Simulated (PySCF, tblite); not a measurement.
C5H14NPSi2.
Geometry (GFN2-xTB, Å), atoms numbered from 1 in this order:
```xyz
23
C5H14NPSi2 angstrom
C     -2.496   -1.336   -0.349
C     -2.219   -0.184    0.246
C     -3.285    0.830    0.522
Si    -0.475    0.297    0.779
C      0.378    1.496   -0.426
C      1.877    1.199   -0.418
Si     2.077   -0.687   -0.314
P      3.883   -1.302    0.865
N      0.643   -1.017    0.590
H     -1.728   -2.066   -0.546
H     -3.496   -1.598   -0.664
H     -3.028    1.778    0.051
H     -3.358    1.009    1.594
H     -4.255    0.504    0.154
H     -0.469    0.789    2.168
H     -0.010    1.328   -1.433
H      0.195    2.544   -0.192
H      2.329    1.655    0.465
H      2.365    1.640   -1.286
H      1.993   -1.324   -1.645
H      4.772   -1.009   -0.153
H      3.803   -2.629    0.486
H      0.498   -1.890    1.064
```

Computed, not measured: PBE0/pcSseg-1 in PySCF (dipole) on a GFN2-xTB geometry, gas phase.

Masses are those of the commonest isotopes; rigid-rotor values at the optimised geometry. The values belong to one conformer with, in the numbering `[CH2:1]=[C:2]([CH3:3])[Si@@H:4]1[CH2:5][CH2:6][Si@@H:7]([PH2:8])[NH:9]1`, C1–C2–Si4–C5 101°, C6–Si7–P8–H -77° and -169°, C2–Si4–C5–C6 -147°, Si4–C5–C6–Si7 39°, C5–C6–Si7–P8 -146°, C6–Si7–N9–Si4 10°.

**Question.** Give the principal moments of inertia and the rotational constants in MHz.

**Answer.** Ia = 220.03, Ib = 1040.15, Ic = 1142.53 u·Å²; 505379 MHz·u·Å²/I gives A = 2297, B = 485.9, C = 442.3 MHz.

**Question.** What kind of rotor is it?

**Answer.** A near-prolate asymmetric top: κ = (2 × 485.9 − 2297 − 442.3)/(2297 − 442.3) = -0.95.

**Question.** What does the inertial defect say?

**Answer.** Not planar: Δ = Ic − Ia − Ib = -117.64 u·Å². For a rigid frame Δ = −2 Σ m c², so Σ m c² = 58.82 u·Å² lies off the ab plane: 17.69 from hydrogen and 41.13 from heavier atoms. The atom farthest from that plane is 2.07 Å away.

**Question.** Give the other two planar moments, Paa and Pbb, and the rms extents of the mass along the axes.

**Answer.** Paa = Σ m a² = (Ib + Ic − Ia)/2 = 981.33 and Pbb = Σ m b² = (Ia + Ic − Ib)/2 = 161.21 u·Å². With the mass M = 175.04 u, the rms extents √(P/M) along a, b and c are 2.37, 0.96, 0.58 Å.

**Question.** List the rotational levels J(Ka,Kc) to J = 4 (K).

**Answer.** Above 0(0,0), as E/k:
J = 1: 1(0,1) 0.045, 1(1,1) 0.131, 1(1,0) 0.134
J = 2: 2(0,2) 0.134, 2(1,2) 0.218, 2(1,1) 0.225, 2(2,1) 0.485, 2(2,0) 0.486
J = 3: 3(0,3) 0.267, 3(1,3) 0.349, 3(1,2) 0.361, 3(2,2) 0.619, 3(2,1) 0.619, 3(3,1) 1.059, 3(3,0) 1.059
J = 4: 4(0,4) 0.445, 4(1,4) 0.523, 4(1,3) 0.544, 4(2,3) 0.797, 4(2,2) 0.798, 4(3,2) 1.237, 4(3,1) 1.237, 4(4,1) 1.853, 4(4,0) 1.853
The levels of one J sum to (2J + 1)J(J + 1)(A + B + C)/3.

**Question.** Predict some low-J microwave lines.

**Answer.** The dipole components are |μa| = 0.84 D, |μb| = 0.05 D, |μc| = 0.77 D. The squared components, which scale the intensities, stand as 1.00 : 0.00 : 0.84 (a : b : c). Some lines, for components of 0.1 D or more:

```
type  branch         J(Ka,Kc)    MHz  lower level (cm⁻¹)
   c       Q  4(1,4) ← 4(0,4)   1625               0.309
   c       Q  1(1,1) ← 1(0,1)   1811               0.031
   a       R  2(1,2) ← 1(1,1)   1813               0.091
   a       R  3(0,3) ← 2(0,2)   2782               0.093
   a       R  4(0,4) ← 3(0,3)   3705               0.186
   a       R  4(2,2) ← 3(2,1)   3720               0.430
   a       R  4(1,3) ← 3(1,2)   3798               0.251
   c       Q  4(2,3) ← 4(1,3)   5282               0.378
   c       Q  3(2,2) ← 3(1,2)   5368               0.251
   c       R  3(2,2) ← 2(1,2)   8348               0.152
   c       R  3(3,0) ← 2(2,0)  11948               0.337
   c       Q  4(4,1) ← 4(3,1)  12828               0.860
```

Its GFN2-xTB frequencies are all real (lowest 29 cm⁻¹). Constants of a rigid frame at the computed geometry: no zero-point averaging, no centrifugal distortion. A rigid rotor knows nothing of internal rotation, which can split or shift real lines. Quadrupole hyperfine structure (14N) is left out.
